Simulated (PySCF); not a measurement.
Compound: C₇H₉F.
Numbering: `[F:1][CH2:2][C@@H:3]1[CH2:4][C@@H:5]2[CH:6]=[CH:7][C@H:8]12` (hydrogens: H9, H10 on C2; H11 on C3; H12, H13 on C4; H14 on C5; H15 on C6; H16 on C7; H17 on C8)

Method used: TDDFT wB97X-D/def2-SVPD, vertical, gas phase, core orbitals frozen in the response in PySCF 2.14.0, density-fitted response routines. Geometry: GFN2-xTB, one conformer, isolated molecule.

Kohn–Sham orbitals with the atoms that hold most of them (Löwdin shares over 4%, at most four atoms; ? is withheld):

```tsv
orbital	ε (eV)	atoms
LUMO+2	2.83	H14 13%, C5 12%, C2 11%, H9 7%
LUMO+1	2.50	C7 12%, C6 9%, H17 9%, C8 9%
LUMO	?	?
HOMO	-9.17	?
HOMO-1	-10.13	C5 19%, C8 18%, C3 14%, C4 13%
HOMO-2	-10.47	C5 15%, C8 14%, C7 13%, C6 12%
HOMO-3	-10.88	C4 16%, C3 14%, C8 13%, F1 13%
```

Which atoms hold the HOMO, and with what shares?

C7 (bonded to 2 C and H) 31%; C6 (bonded to 2 C and H) 30%; C8 (bonded to 3 C and H) 8%; C5 (bonded to 3 C and H) 8%.

Which atoms hold the LUMO, and with what shares?

C6 (bonded to 2 C and H) 30%; C7 (bonded to 2 C and H) 30%; H15 (bonded to C) 6%; H16 (bonded to C) 6%. By element: carbon 60% or more, hydrogen 12% or more.

What is the LUMO energy, and the HOMO–LUMO gap?

ε(LUMO) = 1.84 eV; the gap is 11.01 eV (0.4047 hartree).

The HOMO–LUMO gap is 11.01 eV. Where does the response calculation put the lowest singlet, and from which orbitals?

S1 is at 6.65 eV (f = 0.066), 4.37 eV below the gap, made of HOMO→LUMO (75%), HOMO-1→LUMO (19%). Without the coupling terms of the response equations the lowest excitation would equal the gap.

One configuration dominates each of S1 and S4. Which, and how do the shares of the two leading atoms of either orbital change from the occupied to the empty one?

- S1 (6.65 eV, f 0.066), HOMO→LUMO (75%): C7 31% → 30%, C6 30% → 30%
- S4 (7.51 eV, f 0.025), HOMO→LUMO+1 (78%): C7 31% → 12%, C6 30% → 9%

Löwdin shares depend on the basis, the more so with diffuse functions.

On Arm Neoverse N1, one thread, shared host, this took 1.8 min and 1.0 GiB of memory at its peak.
